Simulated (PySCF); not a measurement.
Molfile (atoms numbered from 1):
```
C4H12Si
     RDKit          3D

 17 16  0  0  0  0  0  0  0  0999 V2000
   -0.4066   -1.2134   -1.4194 C   0  0  0  0  0  0  0  0  0  0  0  0
   -0.0012   -0.0007   -0.0018 Si  0  0  0  0  0  4  0  0  0  0  0  0
    0.0081    1.7855   -0.6754 C   0  0  0  0  0  0  0  0  0  0  0  0
   -1.3198   -0.1549    1.3703 C   0  0  0  0  0  0  0  0  0  0  0  0
    1.7161   -0.4155    0.7216 C   0  0  0  0  0  0  0  0  0  0  0  0
   -1.3797   -1.0036   -1.8532 H   0  0  0  0  0  0  0  0  0  0  0  0
   -0.4187   -2.2416   -1.0702 H   0  0  0  0  0  0  0  0  0  0  0  0
    0.3270   -1.1480   -2.2173 H   0  0  0  0  0  0  0  0  0  0  0  0
    0.2425    2.5019    0.1064 H   0  0  0  0  0  0  0  0  0  0  0  0
   -0.9581    2.0579   -1.0892 H   0  0  0  0  0  0  0  0  0  0  0  0
    0.7465    1.9077   -1.4621 H   0  0  0  0  0  0  0  0  0  0  0  0
   -2.3121    0.0753    0.9941 H   0  0  0  0  0  0  0  0  0  0  0  0
   -1.3509   -1.1605    1.7791 H   0  0  0  0  0  0  0  0  0  0  0  0
   -1.1170    0.5258    2.1917 H   0  0  0  0  0  0  0  0  0  0  0  0
    1.7463   -1.4264    1.1171 H   0  0  0  0  0  0  0  0  0  0  0  0
    2.4931   -0.3368   -0.0328 H   0  0  0  0  0  0  0  0  0  0  0  0
    1.9775    0.2592    1.5312 H   0  0  0  0  0  0  0  0  0  0  0  0
  1  2  1  0
  2  3  1  0
  2  4  1  0
  2  5  1  0
  1  6  1  0
  1  7  1  0
  1  8  1  0
  3  9  1  0
  3 10  1  0
  3 11  1  0
  4 12  1  0
  4 13  1  0
  4 14  1  0
  5 15  1  0
  5 16  1  0
  5 17  1  0
M  END
```

Geometry: GFN2-xTB; GIAO absolute shieldings from PySCF 2.14, gas phase, non-relativistic, averaged over equivalent atoms.

At wB97X/def2-SVP (134 basis functions, about 10 core-seconds):
| atoms | σ (ppm) |
| --- | --- |
| C1/C3/C4/C5 | 198.7 |
| Si2 | 410.5 |
| H6/H7/H8/H9/H10/H11/H12/H13/H14/H15/H16/H17 | 31.92 |

Estimate the result of repeating the calculation with PBE/def2-TZVP.

## Answers


| atoms | σ at PBE/def2-TZVP | change |
| --- | --- | --- |
| C1/C3/C4/C5 | 185.5 | -13.2 |
| Si2 | 309.6 | -100.9 |
| H6/H7/H8/H9/H10/H11/H12/H13/H14/H15/H16/H17 | 31.88 | -0.04 |

The largest change is at Si2 (silicon bonded to 4 C). Cost: 233 basis functions, of the order of 27 core-seconds.
